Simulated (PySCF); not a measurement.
Compound: C₆H₇O (doublet state).
Atom-mapped SMILES: `[O:1]=[CH:2]/[C:3]=[CH:4]\[CH:5]1[CH2:6][CH2:7]1` (hydrogens: H8 on C2; H9 on C4; H10 on C5; H11, H12 on C6; H13, H14 on C7)

Structure used (GFN2-xTB), in Å, numbered top down from 1:
```xyz
14
C6H7O angstrom
O      3.5261   -1.1209   -1.3822
C      2.9976   -0.1796   -0.7951
C      1.8043   -0.2205   -0.0975
C      0.6344   -0.2186    0.4411
C     -0.6340    0.1408   -0.2404
C     -1.8978   -0.5710    0.1588
C     -1.7005    0.8601    0.5402
H      3.4808    0.8200   -0.7855
H      0.5175   -0.4909    1.4875
H     -0.5109    0.4003   -1.2832
H     -1.8363   -1.3199    0.9335
H     -2.6058   -0.8100   -0.6193
H     -2.2722    1.6189    0.0286
H     -1.5038    1.0908    1.5763
```

The hyperfine couplings belong to this conformer and change with its torsions.

Computed with UKS B3LYP, pcH-1 on C H O, non-relativistic, mean-field spin-orbit, GIAO in PySCF 2.14.0. Geometry: GFN2-xTB, one conformer, isolated molecule. The geometry wasn't refined by DFT: couplings that depend on bond lengths, twists or pyramidal angles can differ widely from those at the functional's own minimum. No stability test was run, so a lower SCF solution isn't excluded.

(1) What is the g tensor, term by term?

(2) What are the electron Larmor frequencies g μB B/h along the three axes at 1200 mT?

(3) What effective moment and Curie constant follow for a powder?

(4) Average each term over the three axes. Which is largest in size?

(5) In a frozen sample, at which fields do the three g values resonate at 9.5, 34, 94 and 263 GHz (hyperfine left aside), and which band first spreads them over more than twice a line width of 0.5 mT?

## Answers

(1) 
| Δg (ppt) | 1 | 2 | 3 |
| --- | --- | --- | --- |
| relativistic mass correction | -0.21 | -0.21 | -0.21 |
| gauge correction | -0.01 | 0.03 | 0.04 |
| orbital Zeeman/spin–orbit | -0.02 | 2.33 | 7.84 |
| total | -0.23 | 2.15 | 7.67 |

So g = 2.00209, 2.00447, 2.00999 and g_iso = 2.00552; the tensor is rhombic: the two nearest values differ by 30 % of g3 − g1. Axes: g3 points within 3° of the O1–C2 bond.

(2) 33.6260, 33.6661, 33.7588 GHz for g1, g2 and g3, a range of 132.7 MHz.

(3) With the mean of g² = 4.0221 and S(S+1) = 0.75: μ_eff = √(⟨g²⟩S(S+1)) = 1.737 μB and χT = 0.12505·⟨g²⟩·S(S+1) = 0.377 cm³ K/mol (cgs; spin-Hamiltonian part alone).

(4) The orbital-Zeeman/spin–orbit term 3.38, the mass correction -0.21 and the gauge correction 0.02 ppt, for a total of 3.20 ppt. The orbital-Zeeman/spin–orbit term is the largest in size. The mass correction is the same along every axis, so the anisotropy comes from the other two: their spans along these axes are 0.04 (gauge) and 7.86 ppt (orbital Zeeman/spin–orbit).

(5) 
| band | GHz | B(g3) mT | B(g2) mT | B(g1) mT | spread mT |
| --- | --- | --- | --- | --- | --- |
| X | 9.5 | 337.69 | 338.62 | 339.02 | 1.33 |
| Q | 34.0 | 1208.57 | 1211.90 | 1213.35 | 4.77 |
| W | 94.0 | 3341.35 | 3350.55 | 3354.54 | 13.19 |
| J | 263.0 | 9348.68 | 9374.41 | 9385.58 | 36.90 |

The spread grows in proportion to the frequency. X band is the first where it exceeds 1.0 mT.

The largest Mulliken spin populations are on C3 (+0.76), O1 (+0.39), C4 (-0.13) and C2 (-0.12).

The HOMO–LUMO gaps are 6.45 eV among the α and 3.58 eV among the β orbitals.
